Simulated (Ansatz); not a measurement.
A nudged elastic band was laid between two geometries of CH$_{7}$AsSSi (11 atoms, charge 0, multiplicity 1).

Method: Ansatz 0.2.0, RKS r2SCAN/def2-SVP.

```json
{
 "movable images": "1",
 "climbing image": "no",
 "spring": "5.0 eV/Å²",
 "optimiser": "quadratic models (default)",
 "start path": "IDPP",
 "force threshold": "0.03 eV/Å",
 "iteration limit": "60",
 "end points": "relaxed"
}
```

Image 0:

```xyz
11
Properties=species:S:1:pos:R:3
Si -0.681 1.901 0.015
As -0.409 -0.200 1.093
C 0.722 -1.037 -0.331
S 0.888 -2.838 -0.127
H -1.010 1.758 -1.438
H 0.596 2.668 0.140
H -1.771 2.666 0.692
H -1.726 -0.729 0.538
H 1.709 -0.548 -0.328
H 0.277 -0.894 -1.327
H 1.470 -2.804 1.093
```

Image 2:

```xyz
11
Properties=species:S:1:pos:R:3
Si -1.063 1.409 -0.202
As -0.099 0.038 1.489
C 1.334 -0.783 0.365
S 1.001 -1.156 -1.385
H -1.803 0.669 -1.264
H 0.026 2.233 -0.805
H -2.022 2.321 0.495
H -1.106 -1.089 1.262
H 1.697 -1.678 0.895
H 2.166 -0.060 0.348
H -0.066 -1.960 -1.176
```

Problem. Which bonds break or form, and what moves?

Solution. No bond is made or broken. The dihedral H8–As2–C3–S4 goes from -74 to 58°.

Problem. Give the energies along the band, and the barrier.

Solution. The forces met the threshold. The highest image is number 1 of 0 to 2, 0.092 eV above the first end and 0.135 eV above the last; the last end lies 0.043 eV below the first. No image climbed, so the highest image needn't sit at the top of the path. So few images can step over the top or miss a turn of the path.

| image | path coordinate (Å) | energy (eV) | dihedral H8–As2–C3–S4 (°) |
| --- | --- | --- | --- |
| 0 | 0.00 | 0.000 | -74 |
| 1 | 2.83 | 0.092 | -8 |
| 2 | 5.65 | -0.043 | 58 |

Problem. What is the geometry of the highest image?

Solution. 
```xyz
11
Properties=species:S:1:pos:R:3
Si -0.993 1.690 -0.139
As -0.110 0.046 1.325
C 1.173 -0.762 -0.010
S 0.662 -2.299 -0.827
H -1.593 1.103 -1.376
H 0.141 2.579 -0.534
H -2.023 2.504 0.574
H -1.247 -0.918 1.013
H 2.126 -0.912 0.519
H 1.366 -0.049 -0.826
H 0.562 -3.040 0.300
```

The band took 5 iterations and of the order of 60 core-seconds.

Run time: 32 s on 2 threads of Arm Neoverse V2, on a shared host, peak memory 0.18 GiB.
